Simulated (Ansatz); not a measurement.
Input and output for the cluster TiF3 (the lowest doublet isomer of a short search).

```yaml
crystal:
  periodic: [false, false, false]
  atoms:
    - {symbol: Ti, position_ang: [0.003937, -0.002318, 0.002565]}
    - {symbol: F, position_ang: [0.457685, -0.880425, -1.464956]}
    - {symbol: F, position_ang: [-1.177187, -0.698953, 1.120666]}
    - {symbol: F, position_ang: [0.715576, 1.581696, 0.341724]}
basis:
  gaussian: {orbitals: def2-SVP}
magnetization: {spin_polarized: true, initial_magnetization: 1}
hamiltonian: {xc: {name: CAM-B3LYP}, dispersion: d3bjatm}
scf: {omitted_lower_state_checks: [starts]}
output: {forces: true}
```

```sh
$ ansatz run in.yaml --threads 2 --pin off --events-out ev --progress --plain --max-ram 4352MiB
```

Shortened log:

```
Functional definition: CAM-B3LYP
728 factors; integrals over basis functions are off by at most 9.7e-4 eV
162 factors; integrals over basis functions are off by at most 5.3e-4 eV
mean field evaluation 1: about -31251.6957 eV, gradient 4.7e1 eV
mean field evaluation 2: about -31140.7729 eV, gradient 2.1e2 eV
mean field evaluation 4: about -31260.6232 eV, gradient 5.4e0 eV
mean field evaluation 8: about -31260.8517 eV, gradient 4.1e-2 eV
mean field evaluation 16: about -31260.8517 eV, gradient 3.5e-4 eV
mean field -31260.85172947 eV, -1148.8151116916 hartree, gradient 1.9e-5 eV, S^2 0.751916; 0 other end points of the search recorded, 0 dependent functions left out
reference -31260.85188082 eV, -1148.8151172537 hartree; 25, 24 occupied and 48, 49 virtual orbitals, 728 factors
Total energy: -31260.88976396 eV, -1148.8165094334 hartree
Atom 0 at     0.003937    -0.002318     0.002565 Å, force    -0.010148     0.005863    -0.006566 eV/Å
Atom 1 at     0.457685    -0.880425    -1.464956 Å, force    -0.134929     0.263962     0.443726 eV/Å
Atom 2 at    -1.177187    -0.698953     1.120666 Å, force     0.357757     0.208889    -0.335836 eV/Å
Atom 3 at     0.715576     1.581696     0.341724 Å, force    -0.212679    -0.478714    -0.101324 eV/Å
Dipole moment:     0.006030    -0.003552     0.003929 e Å
Checks for a lower state left out: starts
```

It took 4.2 s on 2 threads of Intel Xeon Platinum 8488C on a shared host.
